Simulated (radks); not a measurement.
The numbers below are computed, except where a source is named.
Radial electron density D(r) = 4 pi r^2 rho(r) of an atom or ion with 55 electrons. Code: a radial shooting solver on a logarithmic mesh with Libxc functionals. Model: scalar-relativistic Kohn-Sham, BLYP, spin-unpolarised, spherical densities, finite nucleus; Fermi nuclear charge, rms radius of each element as measured or else 0.836 A^(1/3) + 0.57 fm.

r (bohr)  D(r) (e/bohr)
0.001145          3.485
0.001515          5.544
0.001989          8.589
0.002632          13.24
0.003482          19.91
0.004607          29.00
0.006047          40.16
0.008001          53.21
0.01059           65.72
0.01401           74.35
0.01839           76.12
0.02433           71.53
0.03219           67.03
0.04259           72.46
0.0559            88.40
0.07397           100.2
0.09787           90.90
0.1295            74.59
0.17              78.59
0.2249            85.90
0.2976            60.97
0.3937            33.03
0.5209            34.64
0.6838            33.69
0.9047            18.55
1.197             9.983
1.584             7.319
2.079             3.716
2.751            0.9199
3.64            0.09879
4.816          0.003636

What is the nuclear charge?

Answer. Z = 58. The innermost maximum, from 1s, lies near gamma/Z bohr with gamma = sqrt(1 - (Z/c)^2) = 0.906, here 0.0156 bohr (found: 0.0171), and its height grows with Z. The density is that of the cerium ion Ce3+ in [Xe] 4f1; the configuration itself is not fixed sharply by these data, and Z only to a few units. D(r) has 4 maxima, at r = 0.0171, 0.0758, 0.214, 0.592 bohr, and minima at 0.0330, 0.141, 0.433 bohr, inside which lie 1.96, 11.20, 28.96 electrons.
